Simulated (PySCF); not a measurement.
## Gd(SH)3 at several levels of theory

Computed with PySCF 2.14.0 (density fitting, no spin-orbit coupling) at the geometry relaxed with PBE:

```xyz
7
Gd(SH)3 (singlet in the valence; each metal's 4f electrons, 7 of them, lie in its core potential, out of spins and levels)
Gd    0.0000    0.0000    0.7985
S     2.5689   -0.4044    1.0029
H     2.8524    0.9317    1.0384
S    -0.9342    2.4269    1.0029
H    -2.2331    2.0044    1.0384
S    -1.6347   -2.0225    1.0029
H    -0.6193   -2.9361    1.0384
```

| level | basis | state | HOMO (eV) | gap (eV) | charge on Gd1 (e) | population of f-type functions on Gd1 (polarisation alone where 4f lies in the core) | dipole about the centre of mass (D) | largest force component (eV/Å) |
| --- | --- | --- | --- | --- | --- | --- | --- | --- |
| PBE | Gd lcecp-1-SVP with ECP53, S def2-SVP, H def2-SVP | singlet | -6.21 | 3.07 | 0.68 | 0.03 | 1.10 | 0.01 |
| wB97X | the same | singlet | -9.75 | 8.96 | 0.88 | 0.04 | 1.28 | 0.42 |
| B3LYP | the same | singlet | -7.10 | 4.35 | 0.76 | 0.03 | 1.16 | 0.23 |
| revPBE | the same | singlet | -6.18 | 3.17 | 0.74 | 0.03 | 1.11 | 0.11 |
| PBE | Gd lcecp-1-TZVP with ECP53, S def2-TZVP, H def2-TZVP | singlet | -6.30 | 3.13 | 1.14 | 0.04 | 1.14 | 0.20 |

In the lcecp rows the 4f levels are missing from HOMO and gap, and the state counts the valence alone.

Charges are Mulliken's, which hang on the basis. The relaxation used the grid (50, 194), these runs (75, 302) or, all-electron (x2c bases, spin-free X2C Hamiltonian), (99, 590).

Question: What does CAM-B3LYP with Gd lcecp-1-SVP with ECP53, S def2-SVP, H def2-SVP give here?

Answer: state singlet, HOMO (eV) -8.64, gap (eV) 6.92, charge on Gd1 (e) 0.80, population of f-type functions on Gd1 (polarisation alone where 4f lies in the core) 0.04, dipole about the centre of mass (D) 1.21, largest force component (eV/Å) 0.33. Time: 7.1 s on 2 threads of Intel(R) Xeon(R) 6975P-C (Granite Rapids), with other jobs on the host, from an already converged density.

In the first row's basis the gap widens with exact exchange: 3.1 to 3.2 eV for PBE, revPBE (none); 4.3 eV for B3LYP (a fixed share); 6.9 to 9.0 eV for CAM-B3LYP, wB97X (rising or full at long range).

An lcecp potential fixes the number of 4f electrons, so in runs with it no electron can move into or out of that shell.
